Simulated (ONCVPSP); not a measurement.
## What one change does to a pseudopotential (hafnium, ONCV)

hafnium, optimised norm-conserving Vanderbilt (ONCV), made with ONCVPSP 4.0.1 (BLYP, non-relativistic). Core [Kr] 4d10, reference 4f13 5s2 5p6 5d3 6s2. Waves: 5s+6s: rc 2.10 bohr, ncon 5, nbas 10, qcut 6.8 1/bohr, 2 projectors; 5p: rc 1.30 bohr, ncon 4, nbas 7, qcut 6.9 1/bohr, 1 projector; 5d: rc 1.75 bohr, ncon 4, nbas 8, qcut 5.6 1/bohr, 2 projectors, debl 1.6 Ha; 4f: rc 0.55 bohr, ncon 4, nbas 7, qcut 20.5 1/bohr, 3 projectors, debl 2.3 Ha. Local part: polynomial inside 0.50 bohr (lpopt 5, dvloc0 6 Ha). Core correction: Teter function, fcfact 2.25, rcfact 1.25.

Change: f: rc 0.4; local potential polynomial inside 0.40 bohr (lpopt 5, dvloc0 6 Ha).

Cutoffs: the cutoffs (Ha) at which the residual kinetic energy of the hardest occupied pseudo-wave falls to 1 and 0.1 mHa per electron; they do not see the model core or the augmentation charge, which bear on the density cutoff. Errors are all-electron minus pseudo energies relative to the spin-unpolarised reference configuration.

Predict the effect on cutoff, ghosts and configuration errors.

The potential gets harder (687 Ha and 923 Ha → 1332 Ha and 1827 Ha); the bound ghosts move from d, f, p, s to d, p, s; the lowest positive-energy flag moves from none to p at 48.2 eV; the errors of the 4 common tests hardly move; the range in which the p phases agree narrows (upper end 2.6 → 0.9). A smaller radius makes the pseudo-wave follow the all-electron one further in, where it bends more sharply, so more plane waves are needed.

| quantity | base | changed |
| --- | --- | --- |
| cutoff, loose | 687 Ha | 1332 Ha |
| cutoff, tight | 923 Ha | 1827 Ha |
| loose cutoff by channel | s 16 Ha, p 35 Ha, d 13 Ha, f 687 Ha | s 16 Ha, p 35 Ha, d 13 Ha, f 1332 Ha |
| bound ghosts | s, p, d, f | s, p, d |
| GHOST(+) flags under 300 eV | none | p at 48.2 eV |
| error for 4f14 5s2 5p6 5d2 6s2, meV [ΔE -23.31 eV] | -291 | -275 |
| error for 4f14 5s2 5p6 5d2 6s1, meV [ΔE -16.33 eV] | -247 | -246 |
| error for 4f14 5s2 5p6 5d2 6s0, meV [ΔE -3.43 eV] | -191 | -208 |
| error for 4f14 5s2 5p6 5d0 6s0, meV [ΔE 52.80 eV] | -395 | -449 |
| s: phases at 2.13 bohr within 0.05 rad from the reference energy up to (Ha; the scan ends near 5) | to the end of the scan | to the end of the scan |
| p: phases at 1.32 bohr within 0.05 rad from the reference energy up to (Ha; the scan ends near 5) | 2.6 | 0.9 |
| d: phases at 1.78 bohr within 0.05 rad from the reference energy up to (Ha; the scan ends near 5) | to the end of the scan | 4.7 |
| rms error of d²Exc/dni dnj with the model core, mHa | 3.76 | 3.72 |

 A true bound ghost makes a file unfit for plane-wave use even where its test errors are small: the radial tests pick states by their node count and pass the ghost by.
